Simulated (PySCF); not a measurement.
Estimate the missing entries of this data sheet.

Compound: C₄H₁₀N₂P₂S.
SMILES: `CN1C=CN(C)P1(P)=S`

```csv
property,level,value
"rotational constants A, B, C",PBE0-D3(BJ)/def2-SVP,?
dipole moment,CAM-B3LYP/def2-SVPD,3.19 D
HOMO energy,CAM-B3LYP/def2-SVPD,-6.64 eV
LUMO energy,CAM-B3LYP/def2-SVPD,?
lowest singlet excitation,TDDFT CAM-B3LYP/def2-SVPD,?
lowest triplet excitation (Tamm–Dancoff),TDA CAM-B3LYP/def2-SVPD,?
static isotropic polarisability,CAM-B3LYP/def2-SVPD,?
vertical ionisation energy,ΔSCF CAM-B3LYP/def2-SVPD,?
electronic spatial extent ⟨r²⟩ about the centre of nuclear charge,CAM-B3LYP/def2-SVPD,1742 bohr²
13C chemical shifts (computed TMS as zero) by class,GIAO CAM-B3LYP/pcSseg-1,"123.6 (2 C), 28.6 (2 C) ppm"
1H chemical shifts (computed TMS as zero) by class,GIAO CAM-B3LYP/pcSseg-1,"5.63 (2 H), 3.18 (2 H), 2.67 (6 H) ppm"
"isotropic shieldings of nuclei other than C and H, by class",GIAO CAM-B3LYP/pcSseg-1,?
```

Gas-phase values; electronic properties from PySCF, density fitting. The structure is a single PBE0-D3(BJ)/def2-SVP conformer in the gas phase; no vibrational or solvent corrections. NMR classes are plain means over equivalent atoms (diastereotopic ones count apart unless rotation or inversion swaps them), as if these changed places fast; in this geometry the members of some classes differ.

Give the lowest triplet excitation (Tamm–Dancoff).

3.30 eV.

Give the static isotropic polarisability.

136.5 au.

Give the vertical ionisation energy.

7.12 eV.

The rotational constants A, B, C?

1.053, 0.991, 0.870 GHz.

What are the isotropic shieldings of nuclei other than C and H, by class?

175 (2 N), 221 (1 P), 412 (1 P), 525 (1 S) ppm.

What is the LUMO energy?

0.60 eV.

Give the lowest singlet excitation.

4.35 eV (285 nm, f = 0.020).

The dipole equals about 10.6 × 10⁻³⁰ C·m (1 D = 3.33564 × 10⁻³⁰ C·m). The ΔSCF ionisation energy exceeds −ε(HOMO) by 0.48 eV with CAM-B3LYP. In wavenumbers S1 is 35100 cm⁻¹ (1 eV = 8065.54 cm⁻¹). With B = h/(8π²I), that is 505.379 GHz u Å² over I, the principal moments of inertia are 480.0, 509.7 and 580.7 u Å² (most abundant isotopes).
